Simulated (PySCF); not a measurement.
C5H8O3 (SMILES C=CC(=O)OCCO), singlet, geometry from GFN2-xTB, with bond 11-2 at 1.6 times its length. Base run: PBE0/STO-3G (PySCF).

Input for PySCF:
```python
from pyscf import gto, scf, dft

mol = gto.Mole()
mol.atom = '''
    C     3.34909298    0.56643792    0.20627091
    C     2.21708328    0.67902214   -0.47299770
    C     1.01064038   -0.07733769   -0.07687092
    O     0.93298789   -0.83883177    0.85301494
    O    -0.00961259    0.19110087   -0.91212379
    C    -1.24286505   -0.46681644   -0.65783660
    C    -2.03366227    0.23952227    0.45429510
    O    -3.33446312   -0.26707915    0.58044038
    H     4.23990360    1.10679499   -0.06386435
    H     3.40222010   -0.08490155    1.06367143
    H     2.03872354    1.69567537   -1.85731783
    H    -1.79368270   -0.42908754   -1.60232093
    H    -1.05792275   -1.50820318   -0.37478674
    H    -1.54665864    0.06629711    1.41618894
    H    -2.04391301    1.32057770    0.25035222
    H    -3.81858835   -0.11239662   -0.23885974
'''
mol.basis = 'sto-3g'
mol.verbose = 4
mol.build()

mf = dft.RKS(mol)
mf.xc = 'pbe0'
mf.kernel()
```

Variants of this job, named by their change:

| change | ΔE vs base (mEh) | SCF cycles | outcome |
|---|---|---|---|
| base | 0.000 | 12 | converged |
| solver = newton; init_guess = 1e | 0.000 | - | converged |
| DIIS = ADIIS | 0.000 | 18 | converged |
| conv_tol = 1e-12 | 0.000 | 14 | converged |
| level_shift = 0.3 (with mf.max_cycle = 100) | 0.000 | 14 | converged |
| DIIS = EDIIS | - | 50 | not converged |
| conv_tol = 1e-6 | 0.000 | 9 | converged |
| solver = newton | 0.000 | - | converged |
| conv_tol = 1e-11 | 0.000 | 13 | converged |
| init_guess = sap | 0.000 | 13 | converged |
| conv_tol = 1e-7 | 0.000 | 9 | converged |
| diis_space = 4 | 0.000 | 13 | converged |
| conv_tol = 1e-4 | 0.003 | 7 | converged |
